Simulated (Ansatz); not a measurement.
Computed with Ansatz on PBE0-D4/def2-TZVP structures; ΔE is electronic, products minus reactants. CCSD(T)/CBS adds triple-zeta CCSD(T) − MP2 to the extrapolated MP2 energy (def2 sets, frozen cores). DFT in def2-TZVPP. B3LYP here is the variant with VWN-RPA as its local correlation; programs differ in this. For Se outer-core shells are correlated without core-valence functions, which leaves a few kJ/mol of doubt a bond. Scalar relativity is left out up to krypton. One conformer a species, not always the lowest.

`C=C(F)[SeH]` + `C[SiH]([SiH3])[NH][AlH2]` → `C[SiH]([SiH3])[SeH]` + `C=C(F)[NH][AlH2]`  (redistribution)

```csv
level,ΔE (kcal/mol),difference from CCSD(T)/CBS
PBE-D4,-10.8,-2.3
r2SCAN-D4,-10.8,-2.3
PBE0-D4,-11.8,-3.3
B3LYP-D4,-9.4,-0.9
ωB97X-V,-9.7,-1.2
ωB97M-V,-9.3,-0.8
B2PLYP,-8.8,-0.3
PBE,-10.9,-2.4
r2SCAN,-10.9,-2.4
PBE0,-11.9,-3.4
B3LYP,-9.6,-1.1
HF/def2-TZVPP,-11.3,-2.8
MP2/def2-TZVPP,-8.2,0.3
SCS-MP2/def2-TZVPP,-7.4,1.1
CCSD/def2-TZVPP,-8.2,0.3
CCSD(T)/def2-TZVPP,-7.8,0.7
HF/def2-QZVPP,-10.9,-2.4
MP2/def2-QZVPP,-8.5,0.0
SCS-MP2/def2-QZVPP,-7.6,0.9
HF/CBS(def2),-10.8,-2.3
MP2/CBS(def2),-9.0,-0.5
CCSD/CBS(def2),-9.0,-0.5
CCSD(T)/CBS,-8.5,0
```

Largest T1 diagnostic among the species: 0.013.

From PBE to PBE0 (25 % exact exchange), in def2-TZVPP and without D4, ΔE moves by −1.0 kcal/mol. In def2-TZVPP, CCSD(T) changes the Hartree–Fock value by +3.6 kcal/mol (the triples alone add +0.5 kcal/mol) and MP2 by +3.1 kcal/mol.
